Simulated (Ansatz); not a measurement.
One change: `[OH][InH][Cl]` becomes `[OH][In]([Cl])[Cl]`.

Ansatz, PBE0-D4/def2-TZVP geometries, multiplicity 1. Each molecule was computed in one conformer, which needn't be the lowest.

Elements past krypton have def2 core potentials.

```tsv
property	`[OH][InH][Cl]`
LUMO energy (PBE0/def2-TZVPP) / eV	-1.51
HOMO energy (B3LYP/def2-TZVPP) / eV	-8.37
size of the dipole moment (ωB97M-V/def2-TZVPP) / D	1.44
LUMO energy (PBE/def2-TZVPP) / eV	-2.29
zero-point energy (PBE0-D4/def2-TZVP) / kJ/mol	53.5
HOMO energy (PBE0/def2-TZVPP) / eV	-8.64
```

Task: What does the change do to each property? (Estimate.)

Result: The calculation gave: 
```json
{"property": "LUMO energy (PBE0/def2-TZVPP) / eV", "`[OH][In]([Cl])[Cl]`": "-2.56", "shift": "-1.05"}
{"property": "HOMO energy (B3LYP/def2-TZVPP) / eV", "`[OH][In]([Cl])[Cl]`": "-8.96", "shift": "-0.59"}
{"property": "size of the dipole moment (ωB97M-V/def2-TZVPP) / D", "`[OH][In]([Cl])[Cl]`": "1.36", "shift": "-0.08"}
{"property": "LUMO energy (PBE/def2-TZVPP) / eV", "`[OH][In]([Cl])[Cl]`": "-3.45", "shift": "-1.16"}
{"property": "zero-point energy (PBE0-D4/def2-TZVP) / kJ/mol", "`[OH][In]([Cl])[Cl]`": "40.3", "shift": "-13.2"}
{"property": "HOMO energy (PBE0/def2-TZVPP) / eV", "`[OH][In]([Cl])[Cl]`": "-9.24", "shift": "-0.60"}
```

With PBE0 the HOMO falls by 0.60 eV and the LUMO falls by 1.05 eV, so the gap narrows by about 0.45 eV. PBE moves the HOMO by -0.46 eV and ωB97M-V by -0.59 eV. Dipoles are sizes alone; their direction can turn.

B3LYP here is the variant with VWN-RPA as its local correlation; programs differ in this.
